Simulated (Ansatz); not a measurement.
Geometry optimisation, Ansatz, RKS PBE/def2-SVP.

Input file:

```yaml
crystal:
  periodic: [false, false, false]
  atoms:
    - { symbol: Sn, position_ang: [-1.100315, 0.408987, 0.554164] }
    - { symbol: H, position_ang: [1.471892, -0.616932, 1.570951] }
    - { symbol: O, position_ang: [1.96807, -0.211369, 0.815903] }
    - { symbol: H, position_ang: [1.524866, -0.686357, 0.069191] }
    - { symbol: Cl, position_ang: [-0.831494, 1.820288, -1.37146] }
    - { symbol: O, position_ang: [-0.36108, -1.281175, -0.374692] }
    - { symbol: H, position_ang: [-0.568041, -2.08334, 0.145643] }
basis:
  gaussian: { orbitals: def2-SVP }
hamiltonian:
  xc: pbe
relax:
  f_tol: 0.03
  max_steps: 50
output:
  orbitals: {}
```

Run as:

```bash
$ ansatz run input.yaml --threads 2 --pin off --max-ram 3072MiB --backend cpu --events-out ev --progress --plain --runs-dir out
```

Question: Where does it end, and by what steps?

Answer: The forces met the threshold. After 12 steps the energy has fallen by 0.365 eV; O3 moved furthest, 0.48 Å. Joined: Sn1–O3 (3.14 → 2.42 Å).

| step | energy less start (eV) | largest force component (eV/Å) | accepted |
| --- | --- | --- | --- |
| 0 | 0.0000 | 0.859 | yes |
| 1 | -0.0718 | 1.748 | yes |
| 2 | -0.1469 | 2.194 | yes |
| 3 | -0.2466 | 0.941 | yes |
| 4 | -0.3097 | 0.595 | yes |
| 5 | -0.3361 | 0.618 | yes |
| 6 | -0.3539 | 0.275 | yes |
| 7 | -0.3612 | 0.071 | yes |
| 8 | -0.3638 | 0.107 | yes |
| 9 | -0.3643 | 0.100 | yes |
| 10 | -0.3647 | 0.077 | yes |
| 11 | -0.3652 | 0.090 | yes |
| 12 | -0.3654 | 0.026 | yes |

```xyz
7
Properties=species:S:1:pos:R:3
Sn -0.850 0.369 0.627
H 1.837 -0.378 1.571
O 1.537 -0.030 0.708
H 1.191 -0.847 0.201
Cl -0.615 1.831 -1.282
O -0.278 -1.398 -0.381
H -0.719 -2.196 -0.034
```

Whether the end is a true minimum wasn't checked by a vibrational analysis.

The run took 18 s on 2 threads of Intel(R) Xeon(R) Platinum 8488C (Sapphire Rapids), with other jobs on the host, peak memory 0.16 GiB.
